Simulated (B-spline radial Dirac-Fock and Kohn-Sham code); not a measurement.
**Free-atom binding energies and absorption edges of Hf**

Level of theory: ΔSCF Dirac-Fock with Breit, self-energy and vacuum polarisation, finite nucleus, configuration average; a radial atomic solver. Electron correlation is not included.

Two models are given for [Xe] 4f14 5d2 6s2. In the first the electron is removed to infinity. In the second it is placed in the 5d shell, so that the atom stays neutral; this mimics a hole screened by valence charge, or the onset of absorption below the ionisation limit. The tabulated edges (Elam, Ravel and Sieber, Radiat. Phys. Chem. 63, 121 (2002)) refer to the element in its standard state, with the Fermi level as zero for a metal.

| level | ionised (eV) | screened (eV) | tabulated (eV) | ionised − table | screened − table |
| --- | --- | --- | --- | --- | --- |
| K (1s) | 65346.6 | 65340.0 | 65351.0 | -4.4 | -11.0 |
| L1 (2s) | 11284.6 | 11278.0 | 11271.0 | +13.6 | +7.0 |
| L2 (2p1/2) | 10745.2 | 10738.5 | 10739.0 | +6.2 | -0.5 |
| L3 (2p3/2) | 9566.8 | 9560.1 | 9561.0 | +5.8 | -0.9 |
| M1 (3s) | 2612.1 | 2605.4 | 2601.0 | +11.1 | +4.4 |
| M2 (3p1/2) | 2375.0 | 2368.3 | 2365.0 | +10.0 | +3.3 |
| M3 (3p3/2) | 2119.1 | 2112.4 | 2107.0 | +12.1 | +5.4 |
| M4 (3d3/2) | 1723.0 | 1716.4 | 1716.0 | +7.0 | +0.4 |
| M5 (3d5/2) | 1668.4 | 1661.7 | 1662.0 | +6.4 | -0.3 |
| N1 (4s) | 548.9 | 542.2 | 538.0 | +10.9 | +4.2 |
| N2 (4p1/2) | 451.2 | 444.6 | 438.2 | +13.0 | +6.4 |
| N3 (4p3/2) | 392.9 | 386.2 | 380.7 | +12.2 | +5.5 |
| N4 (4d3/2) | 232.4 | 225.7 | 220.0 | +12.4 | +5.7 |
| N5 (4d5/2) | 221.7 | 215.0 | 211.5 | +10.2 | +3.5 |
| O1 (5s) | 76.37 | 69.79 | 64.20 | +12.2 | +5.6 |
| O2 (5p1/2) | 46.09 | 39.83 | 38.00 | +8.1 | +1.8 |
| O3 (5p3/2) | 38.36 | 32.20 | 29.90 | +8.5 | +2.3 |

The screened model lies closer: the mean absolute deviations are 9.6 eV (ionised) and 4.0 eV (screened). Screening lowers the levels by 6.6 eV on average.

Values without a named source are computed, but for edge energies of neutral atoms, which are taken from tables.
